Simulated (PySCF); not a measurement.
C₂H₂F (SMILES C=[C-]F), charge -1, singlet, at a GFN2-xTB geometry (in this run its highest filled SCF level lies above zero, so its values depend strongly on the basis, on diffuse functions most of all), with bond 4-2 at 1.5 times its length; HF/STO-3G in PySCF.

PySCF was given this input:
```python
from pyscf import gto, scf

mol = gto.M(
    atom='''
C     0.02235176    0.64734323   -0.01980650
C     1.14806260   -0.07296494   -0.02704209
F    -1.15423518   -0.30467257    0.03842180
H     1.32727203   -1.72025024    0.01735239
H     2.09809485    0.46693855   -0.06725891
''',
    basis='sto-3g',
    charge=-1,
    verbose=4,
)

mf = scf.RHF(mol)
mf.kernel()
mo_i, mo_e, stable_i, stable_e = mf.stability(internal=True, external=True, return_status=True, nroots=6, tol=1e-6)
print('internally stable:', stable_i, ' externally stable:', stable_e)
if not stable_e:
    umf = mf.to_uhf() if not hasattr(mf, 'xc') else mf.to_uks()
    umf.scf_summary = {}
    umf.kernel(umf.make_rdm1(mo_e, umf.mo_occ))
```

The log (banner, timings and long lists left out):

```
PySCF version 2.14.0

[INPUT] verbose = 4
[INPUT] num. atoms = 5
[INPUT] num. electrons = 24
[INPUT] charge = -1
[INPUT] spin (= nelec alpha-beta = 2S) = 0
[INPUT] symmetry False subgroup None
[INPUT] Mole.unit = angstrom
[INPUT] Symbol           X                Y                Z      unit          X                Y                Z       unit  Magmom
[INPUT]  1 C      0.022351760000   0.647343230000  -0.019806500000 AA    0.042238704802   1.223301413291  -0.037428860486 Bohr   0.0
[INPUT]  2 C      1.148062600000  -0.072964940000  -0.027042090000 AA    2.169523887856  -0.137883753295  -0.051102143936 Bohr   0.0
[INPUT]  3 F     -1.154235180000  -0.304672570000   0.038421800000 AA   -2.181188373538  -0.575747714967   0.072606679213 Bohr   0.0
[INPUT]  4 H      1.327272030000  -1.720250240000   0.017352390000 AA    2.508180629496  -3.250801819317   0.032791264707 Bohr   0.0
[INPUT]  5 H      2.098094850000   0.466938550000  -0.067258910000 AA    3.964824649860   0.882385976502  -0.127100919337 Bohr   0.0

nuclear repulsion = 56.3013789337086
number of shells = 11
number of NR pGTOs = 51
number of NR cGTOs = 17
basis = sto-3g
ecp = {}

******** <class 'pyscf.scf.hf.RHF'> ********
method = RHF
initial guess = minao
damping factor = 0
level_shift factor = 0
DIIS = <class 'pyscf.scf.diis.CDIIS'>
diis_start_cycle = 1
diis_space = 8
diis_damp = 0
SCF conv_tol = 1e-09
SCF conv_tol_grad = None
SCF max_cycles = 50
direct_scf = True
direct_scf_tol = 1e-13
Set gradient conv threshold to 3.16228e-05
Initial guess from minao.
init E= -173.505842885319
cycle= 1 E= -173.521239607633  delta_E= -0.0154  |g|= 0.343  |ddm|= 2.79
cycle= 2 E= -173.595134277548  delta_E= -0.0739  |g|= 0.0857  |ddm|= 0.737
cycle= 3 E= -173.600466825579  delta_E= -0.00533  |g|= 0.0353  |ddm|= 0.217
cycle= 4 E= -173.601646634125  delta_E= -0.00118  |g|= 0.0186  |ddm|= 0.102
cycle= 5 E= -173.601884836653  delta_E= -0.000238  |g|= 0.00488  |ddm|= 0.0527
cycle= 6 E= -173.601912850114  delta_E= -2.8e-05  |g|= 0.00185  |ddm|= 0.018
cycle= 7 E= -173.601915541056  delta_E= -2.69e-06  |g|= 0.000358  |ddm|= 0.00581
cycle= 8 E= -173.601915690408  delta_E= -1.49e-07  |g|= 5.27e-05  |ddm|= 0.00148
cycle= 9 E= -173.601915693359  delta_E= -2.95e-09  |g|= 1.39e-05  |ddm|= 0.0002
cycle= 10 E= -173.601915693532  delta_E= -1.73e-10  |g|= 3.03e-06  |ddm|= 4.9e-05
Extra cycle  E= -173.601915693539  delta_E= -7.16e-12  |g|= 1.58e-06  |ddm|= 6.4e-06
converged SCF energy = -173.601915693539
rhf_internal: lowest eigs of H = [0.96028045 1.10473554 1.14554667 1.58533249 1.63101163 1.82325427]
<class 'pyscf.scf.hf.RHF'> wavefunction is stable in the internal stability analysis
rhf_real2complex: lowest eigs of H = [0.16985068 0.23385306 0.2608377  0.3279886  0.34456949 0.37711988]
<class 'pyscf.scf.hf.RHF'> wavefunction is stable in the real -> complex stability analysis
rhf_external: lowest eigs of H = [-0.02982897  0.02345019  0.07349565  0.15676989  0.18992188  0.24192351]
<class 'pyscf.scf.hf.RHF'> wavefunction has an RHF/RKS -> UHF/UKS instability
internally stable: True  externally stable: False

******** <class 'pyscf.scf.uhf.UHF'> ********
method = UHF
initial guess = minao
damping factor = 0
level_shift factor = 0
DIIS = <class 'pyscf.scf.diis.CDIIS'>
diis_start_cycle = 1
diis_space = 8
diis_damp = 0
SCF conv_tol = 1e-09
SCF conv_tol_grad = None
SCF max_cycles = 50
direct_scf = True
direct_scf_tol = 1e-13
number electrons alpha = 12  beta = 12
Set gradient conv threshold to 3.16228e-05
init E= -173.322315087078
cycle= 1 E= -173.538759213057  delta_E= -0.216  |g|= 0.251  |ddm|= 0.996
cycle= 2 E= -173.587217363749  delta_E= -0.0485  |g|= 0.138  |ddm|= 0.589
cycle= 3 E= -173.600657690689  delta_E= -0.0134  |g|= 0.028  |ddm|= 0.171
cycle= 4 E= -173.602674057416  delta_E= -0.00202  |g|= 0.0137  |ddm|= 0.103
cycle= 5 E= -173.60341303178  delta_E= -0.000739  |g|= 0.00754  |ddm|= 0.0693
cycle= 6 E= -173.603689537571  delta_E= -0.000277  |g|= 0.00459  |ddm|= 0.0491
cycle= 7 E= -173.603804798774  delta_E= -0.000115  |g|= 0.00304  |ddm|= 0.0294
cycle= 8 E= -173.603882419012  delta_E= -7.76e-05  |g|= 0.00186  |ddm|= 0.0317
cycle= 9 E= -173.603913115259  delta_E= -3.07e-05  |g|= 0.00114  |ddm|= 0.0218
cycle= 10 E= -173.603922049898  delta_E= -8.93e-06  |g|= 0.000818  |ddm|= 0.00965
cycle= 11 E= -173.60392771267  delta_E= -5.66e-06  |g|= 0.000592  |ddm|= 0.00733
cycle= 12 E= -173.603931796945  delta_E= -4.08e-06  |g|= 0.000367  |ddm|= 0.00768
cycle= 13 E= -173.603933473077  delta_E= -1.68e-06  |g|= 0.000187  |ddm|= 0.0058
cycle= 14 E= -173.603933817689  delta_E= -3.45e-07  |g|= 7.23e-05  |ddm|= 0.00338
cycle= 15 E= -173.603933840469  delta_E= -2.28e-08  |g|= 2.61e-05  |ddm|= 0.000705
cycle= 16 E= -173.603933842871  delta_E= -2.4e-09  |g|= 1.39e-05  |ddm|= 0.000135
cycle= 17 E= -173.603933843508  delta_E= -6.37e-10  |g|= 9.47e-06  |ddm|= 6.01e-05
Extra cycle  E= -173.603933843708  delta_E= -2e-10  |g|= 7.88e-06  |ddm|= 2e-05
converged SCF energy = -173.603933843708  <S^2> = 0.27964803  2S+1 = 1.4555384
```
